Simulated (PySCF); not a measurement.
CHBClNO2. Atoms are numbered in the order given.

```xyz
7

B      0.4794    -0.6130     0.0000
Cl    -1.0439    -1.5474     0.0000
N      0.4410     0.8037     0.0000
C      0.0127     1.9280     0.0000
O     -0.3476     3.0426     0.0000
O      1.6725    -1.2444     0.0000
H      1.5880    -2.2094     0.0000
```

Geometry optimised at TPSSh-D3(BJ)/def2-SVP. The structure was generated by enumeration, and PubChem lists no compound with its InChIKey, so it may never have been made. Other conformers were not sampled.

Method: PBE/def2-TZVP (PySCF).

The molecule is in vacuum.

Task: Estimate the frontier levels, gap, dipole moment and polarisability. (Estimate from the structure and the level; the computed values follow.)

Result: 
```json
{
 "highest_occupied_level": "-7.51 eV",
 "lowest_empty_level": "-1.87 eV",
 "orbital_gap": "5.64 eV",
 "dipole_moment": "2.20 D",
 "quadrupole, principal values (traceless, Buckingham form, about the centre of nuclear charge)": "-4.04, 1.93, 2.11 D·Å",
 "mean_static_polarisability": "51.7 bohr³ (7.67 Å³)",
 "polarisability_principal_values": "31.2, 46.7, 77.4 bohr³"
}
```
